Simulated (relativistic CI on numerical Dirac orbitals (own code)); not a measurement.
# Hyperfine structure of Cu23+, mass number 65

Calculated at this level of theory: Dirac-Coulomb-Breit CI, KLI orbitals optimised for each configuration, model QED, unscaled Slater integrals (own radial code, finite nucleus).

CI space (outside the closed core 1s2): 2s2 2p2, 2s 2p3, 2p4, 2p3 3s, 2p3 3p, 2p3 3d, 2s2 2p 3s, 2s2 2p 3p, 2s2 2p 3d, 2s 2p2 3s, 2s 2p2 3p, 2s 2p2 3d, 2s2 2p 4s, 2s2 2p 4p, 2s2 2p 4d, 2s2 2p 4f. Levels of other configurations are missing.

Nuclear spin I = 3/2, μ = 2.3844 μN, Q = -0.204 b (tables of Stone and Pyykkö). The electronic factors are computed for point nuclear moments, without core polarisation or the Bohr-Weisskopf and QED corrections.

| Level | E (eV) | A (GHz) | B (GHz) |
| --- | --- | --- | --- |
| 2s2 2p2 3P_1 | 16.336 | -4.182 | -7.69 |
| 2s2 2p2 3P_2 | 23.442 | 121.6 | 0.116 |
| 2s2 2p2 1D_2 | 46.493 | 82.52 | -15.4 |
| 2s 2p3 5S°_2 | 78.780 | 287.7 | -0.851 |
| 2s 2p3 3D°_1 | 119.198 | -140.9 | -13.4 |
| 2s 2p3 3D°_2 | 120.337 | 226.4 | -21.2 |
| 2s 2p3 3D°_3 | 126.561 | 289.5 | 0.0865 |
| 2s 2p3 3P°_1 | 144.867 | 298.1 | 13.6 |

Levels with J = 0, under 50 % of one LS term, or S terms without an open s electron are left out. Small factors come from cancelling terms and can be off by tens of per cent or more.

At this charge energies of transitions that change n are usually good to better than 1 %, and those within a shell (Δn = 0) to a few per cent.

Give the hyperfine levels of 2s2 2p2 3P_2 relative to its centre of gravity.

With K = F(F + 1) − I(I + 1) − J(J + 1), E = AK/2 + B[¾K(K + 1) − I(I + 1)J(J + 1)]/[2I(2I − 1)J(2J − 1)]: F = 1/2: -547, F = 3/2: -364.7, F = 5/2: -60.86, F = 7/2: 364.8 GHz.

LS names give the leading component of a level, which can be under half, so a name can repeat, a term be missing and a line seem to break the LS rules.
